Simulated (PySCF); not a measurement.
MoO3, triplet, at a GFN2-xTB geometry (such geometries of metal compounds can be far from the true shape) (the multiplicity is a formal guess) (core potentials on Mo); DF-M062X/def2-TZVPD (PySCF).

Input for PySCF:
```python
from pyscf import gto, scf, dft
import numpy

mol = gto.M(
    atom='''
Mo   -0.000000   -0.000000   -0.000000
O    -1.132758   -1.198745   -0.100894
O    -0.102421    1.318933   -0.990069
O     1.235179   -0.120188    1.090962
''',
    basis='def2-tzvpd',
    ecp={'Mo': 'def2-tzvpd'},
    charge=0,
    spin=2,
    verbose=4,
)
print('smallest overlap eigenvalue', numpy.linalg.eigvalsh(mol.intor('int1e_ovlp'))[0])

mf = dft.UKS(mol)
mf.xc = 'm062x'
mf = mf.density_fit(auxbasis='def2-universal-jkfit')
mf = scf.addons.remove_linear_dep_(mf, threshold=1e-2, lindep=1e-2)
mf.kernel()
mf.analyze()
```

What does PySCF print? Leave out banner, timings and long lists.


```
PySCF version 2.14.0

[INPUT] verbose = 4
[INPUT] num. atoms = 4
[INPUT] num. electrons = 38
[INPUT] charge = 0
[INPUT] spin (= nelec alpha-beta = 2S) = 2
[INPUT] symmetry False subgroup None
[INPUT] Mole.unit = angstrom
[INPUT] Symbol           X                Y                Z      unit          X                Y                Z       unit  Magmom
[...]
nuclear repulsion = 143.106084709188
number of shells = 56
number of NR pGTOs = 225
number of NR cGTOs = 160
basis = def2-tzvpd
ecp = {'Mo': 'def2-tzvpd'}
input.py:22: DeprecationWarning: remove_linear_dep_ is deprecated and will be removed in a future release. Linear dependency handling is now built into the SCF procedure by default. Linear dependency removal can be controlled using the following settings:
  pyscf.scf.hf.remove_overlap_zero_eigenvalue = True
  pyscf.scf.hf.overlap_zero_eigenvalue_threshold = 1e-6

  mf = scf.addons.remove_linear_dep_(mf, threshold=1e-2, lindep=1e-2)
smallest overlap eigenvalue 0.0004402927543342332
Applying remove_linear_dep_ on SCF object.
Using canonical orthogonalization with threshold 0.01

******** <class 'pyscf.df.df_jk.DFUKS'> ********
method = DFUKS
initial guess = minao
damping factor = 0
level_shift factor = 0
DIIS = <class 'pyscf.scf.diis.CDIIS'>
diis_start_cycle = 1
diis_space = 8
diis_damp = 0
SCF conv_tol = 1e-09
SCF conv_tol_grad = None
SCF max_cycles = 50
direct_scf = False
number electrons alpha = 20  beta = 18
XC library pyscf.dft.libxc version 7.1.2
    S. Lehtola, C. Steigemann, M. J. T. Oliveira, and M. A. L. Marques,  SoftwareX 7, 1–5 (2018)
XC functionals = m062x
    Y. Zhao and D. G. Truhlar,  Theor. Chem. Acc. 120, 215 (2008)
    Y. Zhao and D. G. Truhlar,  Theor. Chem. Acc. 120, 215 (2008)
radial grids:
    Treutler-Ahlrichs [JCP 102, 346 (1995); DOI:10.1063/1.469408] (M4) radial grids

becke partition: Becke, JCP 88, 2547 (1988); DOI:10.1063/1.454033
pruning grids: <function nwchem_prune>
grids dens level: 3
symmetrized grids: False
atomic radii adjust function: <function treutler_atomic_radii_adjust>
small_rho_cutoff = 0
Set gradient conv threshold to 3.16228e-05
tot grids = 64688
******** <class 'pyscf.df.df.DF'> ********
auxbasis = def2-universal-jkfit
init E= -287.238653997928

cycle= 1 E= -293.506804411304  delta_E= -6.27  |g|= 0.722  |ddm|=  3.9
cycle= 2 E= -292.957702236313  delta_E= 0.549  |g|= 1.46  |ddm|= 0.89
cycle= 3 E= -293.678652649752  delta_E= -0.721  |g|= 0.172  |ddm|= 0.632
cycle= 4 E= -293.689554222568  delta_E= -0.0109  |g|= 0.054  |ddm|= 0.086
cycle= 5 E= -293.689585138173  delta_E= -3.09e-05  |g|= 0.0551  |ddm|= 0.0247
cycle= 6 E= -293.68978435426  delta_E= -0.000199  |g|= 0.0508  |ddm|= 0.0132
cycle= 7 E= -293.689754727519  delta_E= 2.96e-05  |g|= 0.055  |ddm|= 0.0293
cycle= 8 E= -293.690153874327  delta_E= -0.000399  |g|= 0.0444  |ddm|= 0.02
cycle= 9 E= -293.690089031782  delta_E= 6.48e-05  |g|= 0.0455  |ddm|= 0.0131
cycle= 10 E= -293.689935275174  delta_E= 0.000154  |g|= 0.051  |ddm|= 0.0216
cycle= 11 E= -293.690223822215  delta_E= -0.000289  |g|= 0.0421  |ddm|= 0.0171
cycle= 12 E= -293.690247301862  delta_E= -2.35e-05  |g|= 0.0365  |ddm|= 0.0296
cycle= 13 E= -293.690281896053  delta_E= -3.46e-05  |g|= 0.0197  |ddm|= 0.0344
cycle= 14 E= -293.690314082612  delta_E= -3.22e-05  |g|= 0.0309  |ddm|= 0.0234
cycle= 15 E= -293.690341276246  delta_E= -2.72e-05  |g|= 0.0306  |ddm|= 0.00983
cycle= 16 E= -293.69035092752  delta_E= -9.65e-06  |g|= 0.0306  |ddm|= 0.0179
cycle= 17 E= -293.690361374771  delta_E= -1.04e-05  |g|= 0.0301  |ddm|= 0.00391
cycle= 18 E= -293.690262135845  delta_E= 9.92e-05  |g|= 0.0275  |ddm|= 0.111
cycle= 19 E= -293.69015480003  delta_E= 0.000107  |g|= 0.0282  |ddm|= 0.107
cycle= 20 E= -293.689935208433  delta_E= 0.00022  |g|= 0.0365  |ddm|= 0.154
cycle= 21 E= -293.690061714472  delta_E= -0.000127  |g|= 0.0287  |ddm|= 0.142
cycle= 22 E= -293.677758675121  delta_E= 0.0123  |g|= 0.15  |ddm|= 0.193
cycle= 23 E= -293.685314904527  delta_E= -0.00756  |g|= 0.0903  |ddm|= 0.0452
cycle= 24 E= -293.685885073585  delta_E= -0.00057  |g|= 0.0858  |ddm|= 0.0576
cycle= 25 E= -293.681879282851  delta_E= 0.00401  |g|= 0.124  |ddm|= 0.0464
cycle= 26 E= -293.685652071358  delta_E= -0.00377  |g|= 0.0835  |ddm|= 0.0899
cycle= 27 E= -293.685523638394  delta_E= 0.000128  |g|= 0.0846  |ddm|= 0.0196
cycle= 28 E= -293.686746656438  delta_E= -0.00122  |g|= 0.0718  |ddm|= 0.0293
cycle= 29 E= -293.690584557997  delta_E= -0.00384  |g|= 0.0323  |ddm|= 0.156
cycle= 30 E= -293.690669563236  delta_E= -8.5e-05  |g|= 0.0391  |ddm|= 0.0372
cycle= 31 E= -293.690025338024  delta_E= 0.000644  |g|= 0.0427  |ddm|= 0.0737
cycle= 32 E= -293.68924737689  delta_E= 0.000778  |g|= 0.0339  |ddm|= 0.0719
cycle= 33 E= -293.687746440832  delta_E= 0.0015  |g|= 0.0454  |ddm|= 0.0817
cycle= 34 E= -293.687420561127  delta_E= 0.000326  |g|= 0.049  |ddm|= 0.0246
cycle= 35 E= -293.687933370065  delta_E= -0.000513  |g|= 0.0467  |ddm|= 0.0181
cycle= 36 E= -293.687125054199  delta_E= 0.000808  |g|= 0.0521  |ddm|= 0.0399
cycle= 37 E= -293.687046823618  delta_E= 7.82e-05  |g|= 0.0525  |ddm|= 0.0177
cycle= 38 E= -293.690837961326  delta_E= -0.00379  |g|= 0.031  |ddm|= 0.183
cycle= 39 E= -293.689541855119  delta_E= 0.0013  |g|= 0.0435  |ddm|= 0.114
cycle= 40 E= -293.690415157318  delta_E= -0.000873  |g|= 0.0392  |ddm|= 0.13
cycle= 41 E= -293.690120959116  delta_E= 0.000294  |g|= 0.037  |ddm|= 0.0794
cycle= 42 E= -293.688849723441  delta_E= 0.00127  |g|= 0.0462  |ddm|= 0.13
cycle= 43 E= -293.688878854932  delta_E= -2.91e-05  |g|= 0.0442  |ddm|= 0.0796
cycle= 44 E= -293.688659233364  delta_E= 0.00022  |g|= 0.0448  |ddm|= 0.101
cycle= 45 E= -293.688360906524  delta_E= 0.000298  |g|= 0.0432  |ddm|= 0.0846
cycle= 46 E= -293.688687585667  delta_E= -0.000327  |g|= 0.0394  |ddm|= 0.0149
cycle= 47 E= -293.690047670068  delta_E= -0.00136  |g|= 0.0329  |ddm|= 0.226
cycle= 48 E= -293.689463934336  delta_E= 0.000584  |g|= 0.0402  |ddm|= 0.0894
[...]
SCF not converged.
Total Energy =                        -293.689817055471906
[...]
**** MO energy ****
                             alpha | beta                alpha | beta
[...]
WARN: Weak orthogonality for localized orbitals 1.7968203349051622e-07

spin_pop of  0 Mo 4s        0.00035
spin_pop of  0 Mo 5s        0.27553
spin_pop of  0 Mo 6s        0.04684
spin_pop of  0 Mo 7s        0.00112
spin_pop of  0 Mo 8s        0.00380
spin_pop of  0 Mo 9s        0.00280
spin_pop of  0 Mo 4px       0.00260
spin_pop of  0 Mo 4py       0.01906
spin_pop of  0 Mo 4pz       0.00139
spin_pop of  0 Mo 5px       0.00224
spin_pop of  0 Mo 5py       0.00161
spin_pop of  0 Mo 5pz       0.00047
spin_pop of  0 Mo 6px       0.00220
spin_pop of  0 Mo 6py      -0.00025
spin_pop of  0 Mo 6pz       0.00027
spin_pop of  0 Mo 7px      -0.00023
spin_pop of  0 Mo 7py       0.00222
spin_pop of  0 Mo 7pz       0.00127
spin_pop of  0 Mo 4dxy      0.07160
spin_pop of  0 Mo 4dyz      0.01188
spin_pop of  0 Mo 4dz^2     0.07859
spin_pop of  0 Mo 4dxz      0.00634
spin_pop of  0 Mo 4dx2-y2    0.10444
spin_pop of  0 Mo 5dxy      0.07248
spin_pop of  0 Mo 5dyz      0.02153
spin_pop of  0 Mo 5dz^2     0.09140
spin_pop of  0 Mo 5dxz      0.01018
spin_pop of  0 Mo 5dx2-y2    0.00109
spin_pop of  0 Mo 6dxy      0.00242
spin_pop of  0 Mo 6dyz      0.00092
spin_pop of  0 Mo 6dz^2     0.00482
spin_pop of  0 Mo 6dxz     -0.00004
spin_pop of  0 Mo 6dx2-y2    0.00014
spin_pop of  0 Mo 4f-3      0.00061
spin_pop of  0 Mo 4f-2      0.00050
spin_pop of  0 Mo 4f-1      0.00059
spin_pop of  0 Mo 4f+0      0.00003
spin_pop of  0 Mo 4f+1      0.00031
spin_pop of  0 Mo 4f+2      0.00243
spin_pop of  0 Mo 4f+3      0.00111
spin_pop of  1 O 1s        0.00000
spin_pop of  1 O 2s       -0.00100
spin_pop of  1 O 3s        0.00249
spin_pop of  1 O 4s        0.00099
spin_pop of  1 O 5s        0.00027
spin_pop of  1 O 6s       -0.00001
spin_pop of  1 O 2px       0.06455
spin_pop of  1 O 2py       0.04776
spin_pop of  1 O 2pz      -0.01407
spin_pop of  1 O 3px       0.00063
spin_pop of  1 O 3py       0.00106
spin_pop of  1 O 3pz       0.00035
spin_pop of  1 O 4px       0.00016
spin_pop of  1 O 4py       0.00033
spin_pop of  1 O 4pz       0.00023
spin_pop of  1 O 5px       0.00012
spin_pop of  1 O 5py      -0.00000
spin_pop of  1 O 5pz       0.00014
spin_pop of  1 O 3dxy     -0.00019
spin_pop of  1 O 3dyz      0.00110
spin_pop of  1 O 3dz^2    -0.00003
spin_pop of  1 O 3dxz      0.00126
spin_pop of  1 O 3dx2-y2    0.00096
spin_pop of  1 O 4dxy      0.00034
spin_pop of  1 O 4dyz      0.00132
spin_pop of  1 O 4dz^2    -0.00003
spin_pop of  1 O 4dxz      0.00161
spin_pop of  1 O 4dx2-y2    0.00064
spin_pop of  1 O 5dxy      0.00089
spin_pop of  1 O 5dyz      0.00090
spin_pop of  1 O 5dz^2    -0.00005
spin_pop of  1 O 5dxz      0.00106
spin_pop of  1 O 5dx2-y2    0.00016
spin_pop of  1 O 4f-3      0.00005
spin_pop of  1 O 4f-2      0.00003
spin_pop of  1 O 4f-1      0.00003
spin_pop of  1 O 4f+0      0.00002
spin_pop of  1 O 4f+1      0.00001
spin_pop of  1 O 4f+2      0.00023
spin_pop of  1 O 4f+3      0.00002
spin_pop of  2 O 1s       -0.00000
spin_pop of  2 O 2s        0.00841
spin_pop of  2 O 3s        0.00392
spin_pop of  2 O 4s       -0.00040
spin_pop of  2 O 5s        0.00001
spin_pop of  2 O 6s        0.00041
spin_pop of  2 O 2px       0.53427
spin_pop of  2 O 2py       0.19723
spin_pop of  2 O 2pz       0.11038
spin_pop of  2 O 3px       0.00148
spin_pop of  2 O 3py       0.00021
spin_pop of  2 O 3pz      -0.00069
spin_pop of  2 O 4px       0.00048
spin_pop of  2 O 4py       0.00139
spin_pop of  2 O 4pz       0.00091
spin_pop of  2 O 5px       0.00046
spin_pop of  2 O 5py       0.00131
spin_pop of  2 O 5pz       0.00054
spin_pop of  2 O 3dxy      0.00251
spin_pop of  2 O 3dyz      0.00137
spin_pop of  2 O 3dz^2    -0.00031
spin_pop of  2 O 3dxz      0.00004
spin_pop of  2 O 3dx2-y2    0.00003
spin_pop of  2 O 4dxy      0.00283
spin_pop of  2 O 4dyz      0.00004
spin_pop of  2 O 4dz^2    -0.00012
spin_pop of  2 O 4dxz     -0.00005
spin_pop of  2 O 4dx2-y2    0.00015
spin_pop of  2 O 5dxy      0.00104
spin_pop of  2 O 5dyz      0.00106
spin_pop of  2 O 5dz^2     0.00046
spin_pop of  2 O 5dxz      0.00025
spin_pop of  2 O 5dx2-y2    0.00138
spin_pop of  2 O 4f-3     -0.00000
spin_pop of  2 O 4f-2      0.00001
spin_pop of  2 O 4f-1      0.00000
spin_pop of  2 O 4f+0      0.00004
spin_pop of  2 O 4f+1      0.00003
spin_pop of  2 O 4f+2      0.00006
spin_pop of  2 O 4f+3      0.00013
spin_pop of  3 O 1s        0.00000
spin_pop of  3 O 2s        0.00709
spin_pop of  3 O 3s        0.00558
spin_pop of  3 O 4s       -0.00072
spin_pop of  3 O 5s        0.00009
spin_pop of  3 O 6s        0.00028
spin_pop of  3 O 2px       0.11361
spin_pop of  3 O 2py      -0.00076
spin_pop of  3 O 2pz       0.02003
spin_pop of  3 O 3px       0.00093
spin_pop of  3 O 3py       0.00177
spin_pop of  3 O 3pz       0.00099
spin_pop of  3 O 4px       0.00123
spin_pop of  3 O 4py       0.00020
spin_pop of  3 O 4pz       0.00122
spin_pop of  3 O 5px       0.00071
spin_pop of  3 O 5py       0.00034
spin_pop of  3 O 5pz       0.00028
spin_pop of  3 O 3dxy      0.00257
spin_pop of  3 O 3dyz      0.00023
spin_pop of  3 O 3dz^2     0.00156
spin_pop of  3 O 3dxz      0.00078
spin_pop of  3 O 3dx2-y2    0.00014
spin_pop of  3 O 4dxy      0.00284
spin_pop of  3 O 4dyz      0.00019
spin_pop of  3 O 4dz^2     0.00125
spin_pop of  3 O 4dxz      0.00010
spin_pop of  3 O 4dx2-y2    0.00062
spin_pop of  3 O 5dxy      0.00086
spin_pop of  3 O 5dyz      0.00005
spin_pop of  3 O 5dz^2     0.00078
spin_pop of  3 O 5dxz      0.00080
spin_pop of  3 O 5dx2-y2    0.00154
spin_pop of  3 O 4f-3      0.00014
spin_pop of  3 O 4f-2      0.00007
spin_pop of  3 O 4f-1      0.00001
spin_pop of  3 O 4f+0      0.00010
spin_pop of  3 O 4f+1      0.00013
spin_pop of  3 O 4f+2      0.00005
spin_pop of  3 O 4f+3      0.00001

WARN: Weak orthogonality for localized orbitals 1.7968203349051622e-07

In total            20.00000 | 18.00000
Dipole moment(X, Y, Z, Debye): -0.08401,  1.77948, -1.28464
```

The run did not converge; its last values are not results.
